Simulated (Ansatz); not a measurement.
System: C2HO, charge 0, doublet. C2HO (SMILES [C]#CO, doublet).
B3LYP-D3(BJ)/def2-TZVP minimum from Ansatz (a program for electronic structure):
```xyz
4

C      1.4687    -0.1022    -0.1775
C      0.2013    -0.0129    -0.0178
O     -1.0660     0.1572     0.0754
H     -1.4922    -0.5665     0.5690
```
Charge 0, spin multiplicity 2.

Property: atomisation energy (electronic, to ground-state atoms), in kJ/mol. UHF or UKS for unpaired electrons; spin-orbit terms are left out. CBS(X,Y): correlation extrapolated as X^-3, Hartree-Fock from the larger set. A bracket is a step between two methods taken in the basis named. The functionals are non-relativistic, so their misses hold any scalar relativity. Double hybrids freeze cores in their MP2 part. '+ core + X2C': CCSD(T) terms for core correlation (cc-pwCVTZ) and scalar relativity (cc-pVTZ-DK). Where a partner has so few electrons that a lower coupled-cluster level is exact, that level stands in.

CCSD(T)/CBS(cc-pVTZ,cc-pVQZ) + [CCSDT(Q) - CCSD(T)]/cc-pVTZ + core + X2C (Ansatz) gives 1529.6 kJ/mol.

### Question
How far off this value is PBE/def2-TZVPD (Ansatz), in which direction, and which of these levels come nearer: PBE0/def2-TZVPD, wB97M-V/def2-TZVPD, B2PLYP/def2-TZVPD, CCSD(T)/CBS(cc-pVTZ,cc-pVQZ) + core + X2C?

### Answer
PBE gives 1635.1 kJ/mol, 105.5 kJ/mol above it. Differences of the others: PBE0/def2-TZVPD (Ansatz) 22.7; wB97M-V/def2-TZVPD (Ansatz) 15.1; B2PLYP/def2-TZVPD (Ansatz) -12.2; CCSD(T)/CBS(cc-pVTZ,cc-pVQZ) + core + X2C (Ansatz) -2.6 kJ/mol. Nearer than PBE: PBE0/def2-TZVPD, wB97M-V/def2-TZVPD, B2PLYP/def2-TZVPD, CCSD(T)/CBS(cc-pVTZ,cc-pVQZ) + core + X2C.
